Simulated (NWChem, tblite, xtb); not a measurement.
CH5FOSn (SMILES C[O][SnH2][F]): methods side by side

CH5FOSn has 9 atoms, charge 0, and is taken as a singlet. SMILES: `C[O][SnH2][F]`. Geometry: relaxed at PBE0-D4/def2-TZVP. This is one conformer, not always the lowest.

Quantity: the electronic atomisation energy, in eV. The values are calculated. Electronic energies at fixed atoms, without zero-point motion or spin-orbit coupling.

```tsv
level	kind	program	value (eV)	less CCSD(T)/def2-SVP	CPU time (all runs)
GFN1-xTB	semi-empirical	tblite	37.68	+9.12	2 s
GFN0-xTB	semi-empirical	xtb	36.07	+7.51	under 2 s
HF/def2-SVP (core potential)	Hartree–Fock	NWChem	21.18	-7.38	29 s
SVWN5/def2-SVP (core potential)	LDA	NWChem	35.13	+6.57	25 s
PBE/def2-SVP (core potential)	GGA	NWChem	30.65	+2.09	34 s
PBE0/def2-SVP (core potential)	global hybrid	NWChem	29.86	+1.30	32 s
MP2/def2-SVP (core potential)	perturbation theory	NWChem	28.97	+0.41	59 s
CCSD(T)/def2-SVP (core potential)	coupled cluster or CI	NWChem	28.56	0.00	3.8 min
```

CCSD(T)/def2-SVP (core potential) is the highest level here, not the true value. Correlated wave functions underbind in double-zeta sets. The values span 21.18 to 37.68 eV. GFN0-xTB: no spin polarisation, so open shells miss the exchange term that lowers them. In the correlated wave-function rows the outer d shell of Sn is correlated, in sets not made for it. Times are those of the runs behind each value, whatever else they computed, on shared processors of several kinds: orders of magnitude only.
